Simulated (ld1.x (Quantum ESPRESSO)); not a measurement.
**Scattering properties, ultrasoft potential for silver**

| Property | Result |
| --- | --- |
| Element | Ag (Z = 47) |
| Generator | ld1.x (Quantum ESPRESSO) 7.5 |
| Type | ultrasoft |
| Functional | PBE |
| Relativity | fully relativistic |
| Frozen core | [Kr] |
| Valence charge | 11 |
| Reference configuration | 4d9 5s2 5p0 |
| Partial waves | 5s (bound): rcut 2.15, rcutus 2.70 bohr; 5s channel at 2.8 Ry: rcut 2.15, rcutus 2.70 bohr; 5p (bound, empty): rcut 3.30, rcutus 3.60 bohr; 5p channel at 4 Ry: rcut 3.30, rcutus 3.60 bohr; 4d (bound): rcut 1.35, rcutus 1.45 bohr; 4d channel at 3.7 Ry: rcut 1.35, rcutus 1.45 bohr |
| Local potential | all-electron potential smoothed inside 1.15 bohr (lloc = -2) |
| Core correction | none |
| Augmentation charge | PSQ, radius 1.25 bohr |

Open shells are filled in proportion to 2j + 1 (rel_dist='average').

The phase is arctan(r·u′/u) with u = r·R(r), unwrapped; energies in Ry, scanned from -3 to 5 Ry. A pole is an energy at which the radial function vanishes at the test radius. The pseudo phase is shifted by a multiple of π to meet the all-electron one at the reference energy, and phase errors are pseudo minus all-electron; the curves can meet again beyond the range given. Levels narrower than the energy grid can be missing from the lists of poles. Where the grid stepped over a known ghost or core level, its pole and its step of π were put in at the level’s energy.

```csv
channel,radius (bohr),reference energy (Ry),"poles, all-electron","poles, pseudo",unbroken range about the reference energy with phases within 0.05 rad,phase error 1 Ry above the reference energy (rad)
s,3.88,-0.41,"-0.07, 3.22","-0.07, 3.22",the whole range,+0.000
p1/2,3.88,-0.10,"0.55, 3.96","-0.23, 0.54, 3.96",-0.2 to 1.6,-0.007
p3/2,3.88,-0.09,"0.61, 4.09","0.60, 4.09",below 1.7,-0.006
d3/2,3.88,-0.81,"-0.80, 1.79","-0.80, 1.79",the whole range,-0.000
d5/2,3.88,-0.77,"-0.75, 1.81","-0.75, 1.81",the whole range,-0.000
```

Note: ghost states, extra bound levels that the all-electron valence spectrum of the same l lacks: s at -257.2 eV, p3/2 at -73.9 eV, p1/2 at -3.2 eV. A true bound ghost makes a file unfit for plane-wave use.

Phases in the p1/2 channel:

| E (Ry) | all-electron | pseudo |
| --- | --- | --- |
| -3.00 | 1.416 | 4.557 |
| -2.76 | 1.409 | 4.550 |
| -2.52 | 1.400 | 4.541 |
| -2.28 | 1.390 | 4.531 |
| -2.04 | 1.379 | 4.519 |
| -1.80 | 1.364 | 4.505 |
| -1.56 | 1.345 | 4.486 |
| -1.32 | 1.320 | 4.461 |
| -1.08 | 1.284 | 4.425 |
| -0.84 | 1.228 | 4.369 |
| -0.60 | 1.124 | 4.264 |
| -0.36 | 0.855 | 3.994 |
| -0.12 | -0.225 | -0.225 |
| 0.12 | -1.223 | -1.224 |
| 0.36 | -1.478 | -1.481 |
| 0.60 | -1.591 | -1.596 |
| 0.84 | -1.668 | -1.674 |
| 1.08 | -1.739 | -1.749 |
| 1.32 | -1.827 | -1.844 |
| 1.56 | -1.972 | -2.007 |
| 1.80 | -2.313 | -2.414 |
| 2.04 | -3.305 | -3.485 |
| 2.28 | -4.132 | -4.185 |
| 2.52 | -4.402 | -4.419 |
| 2.76 | -4.519 | -4.527 |
| 3.00 | -4.586 | -4.590 |
| 3.24 | -4.630 | -4.632 |
| 3.48 | -4.663 | -4.664 |
| 3.72 | -4.690 | -4.690 |
| 3.96 | -4.712 | -4.712 |
| 4.20 | -4.733 | -4.734 |
| 4.44 | -4.754 | -4.754 |
| 4.68 | -4.776 | -4.777 |
| 4.92 | -4.800 | -4.802 |
